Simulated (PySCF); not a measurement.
PySCF input file for Al(H)(NHMe)2 (C2H9AlN2), SMILES [AlH]([NH]C)[NH]C, C-PCM-PBE0/def2-SVP. Geometry optimised at TPSSh-D3(BJ)/def2-SVP. The structure was generated by enumeration; whether it is a known compound was not checked. Other conformers were not sampled.

```python
import numpy as np
from pyscf import gto, scf, dft
from pyscf.solvent import pcm

mol = gto.M(
    atom='''
    Al    0.80736098    0.03991551    0.00000000
    H     2.31883599    0.50231456   -0.00000000
    N    -0.50086186    1.25618669   -0.00000000
    C    -0.36539866    2.70330430    0.00000000
    H    -1.47884089    0.97095250    0.00000000
    H    -0.82134659    3.17516618    0.89176576
    H    -0.82134659    3.17516618   -0.89176576
    H     0.70149749    2.97913254    0.00000000
    N     0.42133432   -1.70463487   -0.00000000
    C    -0.85965005   -2.38801611   -0.00000000
    H     1.19896579   -2.36356068    0.00000000
    H    -1.00271887   -3.02853430    0.89165081
    H    -1.00271887   -3.02853431   -0.89165081
    H    -1.68103513   -1.65359624    0.00000001
    ''',
    basis='def2-SVP',
    charge=0,
    spin=0,
    max_memory=1600,
    verbose=3,
)
mf = dft.RKS(mol, xc='pbe0').density_fit(auxbasis='def2-universal-jkfit')
mf.grids.level = 3
mf.conv_tol = 1e-9
mf.max_cycle = 100
mf.kernel()
res = {}
for name, eps in {'water': 78.355, 'N,N-dimethylformamide': 37.219, 'dichloromethane': 8.93}.items():
    s = mf.PCM()
    s.with_solvent.method, s.with_solvent.eps, s.with_solvent.lebedev_order = 'C-PCM', eps, 29
    s.kernel(mf.make_rdm1())
    res[name] = (s.e_tot, eps, s.dip_moment(), s.mo_energy, s.converged)
    print(f'{name}: electrostatic solvation free energy {(s.e_tot - mf.e_tot) * 627.509474:.3f} kcal/mol')
```

Program output:

```
converged SCF energy = -433.047073154836

WARN: PCM is an experimental feature. It is still in testing.
Features and APIs may be changed in the future.

converged SCF energy = -433.052686788787
Dipole moment(X, Y, Z, Debye): -1.37596, -0.69722,  0.00000
water: electrostatic solvation free energy -3.523 kcal/mol

WARN: PCM is an experimental feature. It is still in testing.
Features and APIs may be changed in the future.

converged SCF energy = -433.052599722991
Dipole moment(X, Y, Z, Debye): -1.36976, -0.69474,  0.00000
N,N-dimethylformamide: electrostatic solvation free energy -3.468 kcal/mol

WARN: PCM is an experimental feature. It is still in testing.
Features and APIs may be changed in the future.

converged SCF energy = -433.05207929313
Dipole moment(X, Y, Z, Debye): -1.33363, -0.68015,  0.00000
dichloromethane: electrostatic solvation free energy -3.141 kcal/mol
```

The calculation finished and met its thresholds.

Cost: around 110 core-seconds (rough).
